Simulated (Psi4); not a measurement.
Job for Psi4: SAPT0/jun-cc-pV(D+d)Z on H6OSSi (a complex), monomers drawn apart or pushed together.

```
memory 2025 MB

molecule dimer {
0 1
S     0.45933343   -0.12802745   -0.02943254
H     0.27056481    0.59534090    1.08954442
H    -0.85836715   -0.21638356   -0.26958854
--
0 1
O    -0.03366632    0.98122529    3.03588595
Si   -0.31611627   -0.50118677    3.72963610
H     0.52464819    1.60517972    3.50638396
H     0.91982224   -1.31561298    3.79082002
H    -1.31994481   -1.15653108    2.87196500
H    -0.84170583   -0.34054713    5.10745534
units angstrom
symmetry c1
no_reorient
no_com
}

set {
  basis jun-cc-pV(D+d)Z
  scf_type df
  freeze_core true
}

energy('sapt0')
```

The log:

```
[...]
==> Input File <==

--------------------------------------------------------------------------
memory 2025 MB

molecule dimer {
0 1
S     0.45933343   -0.12802745   -0.02943254
H     0.27056481    0.59534090    1.08954442
H    -0.85836715   -0.21638356   -0.26958854
--
0 1
O    -0.03366632    0.98122529    3.03588595
Si   -0.31611627   -0.50118677    3.72963610
H     0.52464819    1.60517972    3.50638396
H     0.91982224   -1.31561298    3.79082002
H    -1.31994481   -1.15653108    2.87196500
H    -0.84170583   -0.34054713    5.10745534
units angstrom
symmetry c1
no_reorient
no_com
}

set {
  basis jun-cc-pV(D+d)Z
  scf_type df
  freeze_core true
}

energy('sapt0')
--------------------------------------------------------------------------


   => Loading Basis Set <=

    Name: JUN-CC-PV(D+D)Z
    Role: ORBITAL
    Keyword: BASIS
    atoms 1        entry S          line   698 file jun-cc-pv_dpd_z.gbs
    atoms 2-3, 6-9 entry H          line    60 file jun-cc-pv_dpd_z.gbs
    atoms 4        entry O          line   256 file jun-cc-pv_dpd_z.gbs
    atoms 5        entry SI         line   566 file jun-cc-pv_dpd_z.gbs

   => Loading Basis Set <=

    Name: JUN-CC-PV(D+D)Z
    Role: ORBITAL
    Keyword: BASIS
    atoms 1        entry S          line   698 file jun-cc-pv_dpd_z.gbs
    atoms 2-3, 6-9 entry H          line    60 file jun-cc-pv_dpd_z.gbs
    atoms 4        entry O          line   256 file jun-cc-pv_dpd_z.gbs
    atoms 5        entry SI         line   566 file jun-cc-pv_dpd_z.gbs


  //>>>>>>>>>>>>>>>>>>>>>>>>>>>>>>>>>>>//
  //              Dimer HF             //
  //<<<<<<<<<<<<<<<<<<<<<<<<<<<<<<<<<<<//

   => Libint2 <=

    Primary   basis highest AM E, G, H:  7, 6, 3
    Auxiliary basis highest AM E, G, H:  7, 7, 4
    Onebody   basis highest AM E, G, H:  -, -, -
    Solid Harmonics ordering:            Gaussian


   => Loading Basis Set <=

    Name: JUN-CC-PV(D+D)Z
    Role: ORBITAL
    Keyword: BASIS
    atoms 1        entry S          line   698 file jun-cc-pv_dpd_z.gbs
    atoms 2-3, 6-9 entry H          line    60 file jun-cc-pv_dpd_z.gbs
    atoms 4        entry O          line   256 file jun-cc-pv_dpd_z.gbs
    atoms 5        entry SI         line   566 file jun-cc-pv_dpd_z.gbs


         ---------------------------------------------------------
                                   SCF
               by Justin Turney, Rob Parrish, Andy Simmonett
                          and Daniel G. A. Smith
                              RHF Reference
                        1 Threads,   1931 MiB Core
         ---------------------------------------------------------

  ==> Geometry <==

    Molecular point group: c1
    Full point group: C1

    Geometry (in Angstrom), charge = 0, multiplicity = 1:

       Center              X                  Y                   Z               Mass
    ------------   -----------------  -----------------  -----------------  -----------------
         S            0.459333430000    -0.128027450000    -0.029432540000    31.972071174400
         H            0.270564810000     0.595340900000     1.089544420000     1.007825032230
         H           -0.858367150000    -0.216383560000    -0.269588540000     1.007825032230
         O           -0.033666320000     0.981225290000     3.035885950000    15.994914619570
         SI          -0.316116270000    -0.501186770000     3.729636100000    27.976926534650
         H            0.524648190000     1.605179720000     3.506383960000     1.007825032230
         H            0.919822240000    -1.315612980000     3.790820020000     1.007825032230
         H           -1.319944810000    -1.156531080000     2.871965000000     1.007825032230
         H           -0.841705830000    -0.340547130000     5.107455340000     1.007825032230

  Running in c1 symmetry.

  Rotational constants: A =      0.41476  B =      0.02751  C =      0.02669 [cm^-1]
  Rotational constants: A =  12434.34137  B =    824.62969  C =    800.29596 [MHz]
  Nuclear repulsion =  145.688501684872875

  Charge       = 0
  Multiplicity = 1
  Electrons    = 44
  Nalpha       = 22
  Nbeta        = 22

  ==> Algorithm <==

  SCF Algorithm Type is DF.
  DIIS enabled.
  MOM disabled.
  Fractional occupation disabled.
  Guess Type is SAD.
  Energy threshold   = 1.00e-08
  Density threshold  = 1.00e-08
  Integral threshold = 1.00e-12

  ==> Primary Basis <==

  Basis Set: JUN-CC-PV(D+D)Z
    Blend: JUN-CC-PV(D+D)Z
    Number of shells: 48
    Number of basis functions: 102
    Number of Cartesian functions: 107
    Spherical Harmonics?: true
    Max angular momentum: 2

   => Loading Basis Set <=

    Name: (JUN-CC-PV(D+D)Z AUX)
    Role: JKFIT
    Keyword: DF_BASIS_SCF
    atoms 1        entry S          line   666 file jun-cc-pvdz-jkfit.gbs
    atoms 2-3, 6-9 entry H          line    70 file jun-cc-pvdz-jkfit.gbs
    atoms 4        entry O          line   258 file jun-cc-pvdz-jkfit.gbs
    atoms 5        entry SI         line   506 file jun-cc-pvdz-jkfit.gbs

  ==
[...]
Energy =             64.4986296899176921
    One-Electron Energy =                -635.1381052940274685
    Two-Electron Energy =                 204.4704525331909508
    Total Energy =                       -366.1690230709187972

Computation Completed


Properties will be evaluated at   0.000000,   0.000000,   0.000000 [a0]

Properties computed using the SCF density matrix


 Multipole Moments:

 ------------------------------------------------------------------------------------
     Multipole            Electronic (a.u.)      Nuclear  (a.u.)        Total (a.u.)
 ------------------------------------------------------------------------------------

 L = 1.  Multiply by 2.5417464519 to convert [e a0] to [Debye]
 Dipole X            :         10.5515846          -10.2274596            0.3241250
 Dipole Y            :          0.7650456           -0.7073697            0.0576759
 Dipole Z            :       -172.9392157          173.4364509            0.4972352
 Magnitude           :                                                    0.5963442

 ------------------------------------------------------------------------------------

  Constructing Basis Sets for SAPT...

   => Loading Basis Set <=

    Name: (JUN-CC-PV(D+D)Z AUX)
    Role: RIFIT
    Keyword: DF_BASIS_SAPT
    atoms 1        entry S          line   488 file jun-cc-pvdz-ri.gbs
    atoms 2-3, 6-9 entry H          line    30 file jun-cc-pvdz-ri.gbs
    atoms 4        entry O          line   188 file jun-cc-pvdz-ri.gbs
    atoms 5        entry SI         line   376 file jun-cc-pvdz-ri.gbs

   => Loading Basis Set <=

    Name: (JUN-CC-PV(D+D)Z AUX)
    Role: JKFIT
    Keyword: DF_BASIS_ELST
    atoms 1        entry S          line   666 file jun-cc-pvdz-jkfit.gbs
    atoms 2-3, 6-9 entry H          line    70 file jun-cc-pvdz-jkfit.gbs
    atoms 4        entry O          line   258 file jun-cc-pvdz-jkfit.gbs
    atoms 5        entry SI         line   506 file jun-cc-pvdz-jkfit.gbs


  //>>>>>>>>>>>>>>>>>>>>>>>>>>>>>>>>>>>//
  //               SAPT0               //
  //<<<<<<<<<<<<<<<<<<<<<<<<<<<<<<<<<<<//



        SAPT0
    Ed Hohenstein
     6 June 2009

      Orbital Information
  --------------------------
    NSO        =       102
    NMO        =       102
    NRI        =       319
    NRI (Elst) =       459
    NOCC A     =         9
    NOCC B     =        13
    FOCC A     =         5
    FOCC B     =         6
    NVIR A     =        93
    NVIR B     =        89

    Elst10,r            =    -0.011831314013 [Eh]
    Exch10              =     0.017391217082 [Eh]
    Exch10 (S^2)        =     0.017194766405 [Eh]

    Maxiter = 50
    CPHF R converge = 1.000000E-08

    Iter     Energy [mEh]          dE [mEh]         Residual      Time [s]
       1      -3.71461460       3.714614597     8.216482e-03             0
       2      -4.46048444       0.745869839     2.232242e-03             0
       3      -4.48061915       0.020134711     6.391245e-04             0
       4      -4.46235249      -0.018266659     1.422729e-04             0
       5      -4.46567057       0.003318081     4.389830e-05             0
       6      -4.46563560      -0.000034974     1.460248e-05             0
       7      -4.46542117      -0.000214420     3.246158e-06             0
       8      -4.46546903       0.000047851     8.346727e-07             0
       9      -4.46546501      -0.000004014     2.862596e-07             0
      10      -4.46546332      -0.000001696     5.194843e-08             0
      11      -4.46546375       0.000000437     8.180116e-09             1

    CHF Iterations converged

    Maxiter = 50
    CPHF R converge = 1.000000E-08

    Iter     Energy [mEh]          dE [mEh]         Residual      Time [s]
       1      -1.81841933       1.818419326     7.624228e-03             0
       2      -2.33427949       0.515860169     2.059704e-03             0
       3      -2.34314405       0.008864556     7.431543e-04             0
       4      -2.33360991      -0.009534137     1.791258e-04             0
       5      -2.33257157      -0.001038339     3.966694e-05             0
       6      -2.33317386       0.000602281     6.484445e-06             0
       7      -2.33310861      -0.000065245     1.477739e-06             0
       8      -2.33311216       0.000003549     3.760854e-07             0
       9      -2.33311344       0.000001280     6.672705e-08             0
      10      -2.33311315      -0.000000286     1.464159e-08             0
      11      -2.33311316       0.000000007     3.097594e-09             0

    CHF Iterations converged

    Ind20,r (A<-B)      =    -0.004465463753 [Eh]
    Ind20,r (B<-A)      =    -0.002333113159 [Eh]
    Ind20,r             =    -0.006798576912 [Eh]
    Exch-Ind20,r (A<-B) =     0.003815710814 [Eh]
    Exch-Ind20,r (B<-A) =     0.001316711674 [Eh]
    Exch-Ind20,r        =     0.005132422488 [Eh]
    Disp20              =    -0.005171169222 [Eh]
    Disp20 (SS)         =    -0.002585584611 [Eh]
    Disp20 (OS)         =    -0.002585584611 [Eh]
    Exch-Disp20         =     0.001001570543 [Eh]
    Exch-Disp20 (SS)    =     0.000538131431 [Eh]
    Exch-Disp20 (OS)    =     0.000463439112 [Eh]

    SAPT Results
  --------------------------------------------------------------------------------------------------------
    Electrostatics                -11.83131401 [mEh]      -7.42426163 [kcal/mol]     -31.06311066 [kJ/mol]
      Elst10,r                    -11.83131401 [mEh]      -7.42426163 [kcal/mol]     -31.06311066 [kJ/mol]

    Exchange                       17.39121708 [mEh]      10.91315348 [kcal/mol]      45.66063416 [kJ/mol]
      Exch10                       17.39121708 [mEh]      10.91315348 [kcal/mol]      45.66063416 [kJ/mol]
      Exch10(S^2)                  17.19476641 [mEh]      10.78987882 [kcal/mol]      45.14485298 [kJ/mol]

    Induction                      -3.70474717 [mEh]      -2.32476394 [kcal/mol]      -9.72681235 [kJ/mol]
      Ind20,r                      -6.79857691 [mEh]      -4.26617142 [kcal/mol]     -17.84966122 [kJ/mol]
      Exch-Ind20,r                  5.13242249 [mEh]       3.22064373 [kcal/mol]      13.47517339 [kJ/mol]
      delta HF,r (2)               -2.03859274 [mEh]      -1.27923626 [kcal/mol]      -5.35232451 [kJ/mol]

    Dispersion                     -4.16959868 [mEh]      -2.61646267 [kcal/mol]     -10.94727982 [kJ/mol]
      Disp20                       -5.17116922 [mEh]      -3.24495768 [kcal/mol]     -13.57690292 [kJ/mol]
      Exch-Disp20                   1.00157054 [mEh]       0.62849500 [kcal/mol]       2.62962310 [kJ/mol]
      Disp20 (SS)                  -2.58558461 [mEh]      -1.62247884 [kcal/mol]      -6.78845146 [kJ/mol]
      Disp20 (OS)                  -2.58558461 [mEh]      -1.62247884 [kcal/mol]      -6.78845146 [kJ/mol]
      Exch-Disp20 (SS)              0.53813143 [mEh]       0.33768257 [kcal/mol]       1.41286388 [kJ/mol]
      Exch-Disp20 (OS)              0.46343911 [mEh]       0.29081243 [kcal/mol]       1.21675922 [kJ/mol]

  Total HF                          1.85515590 [mEh]       1.16412790 [kcal/mol]       4.87071115 [kJ/mol]
  Total SAPT0                      -2.31444278 [mEh]      -1.45233477 [kcal/mol]      -6.07656867 [kJ/mol]

  Special recipe for scaled SAPT0 (see Manual):
    Electrostatics sSAPT0         -11.83131401 [mEh]      -7.42426163 [kcal/mol]     -31.06311066 [kJ/mol]
    Exchange sSAPT0                17.39121708 [mEh]      10.91315348 [kcal/mol]      45.66063416 [kJ/mol]
    Induction sSAPT0               -3.52681549 [mEh]      -2.21311013 [kcal/mol]      -9.25965278 [kJ/mol]
    Dispersion sSAPT0              -4.13487606 [mEh]      -2.59467390 [kcal/mol]     -10.85611561 [kJ/mol]
  Total sSAPT0                     -2.10178848 [mEh]      -1.31889218 [kcal/mol]      -5.51824490 [kJ/mol]
  --------------------------------------------------------------------------------------------------------



*** Psi4 exiting successfully. Buy a developer a beer!
```

The run finished.

Cost: around 13 core-seconds (rough).
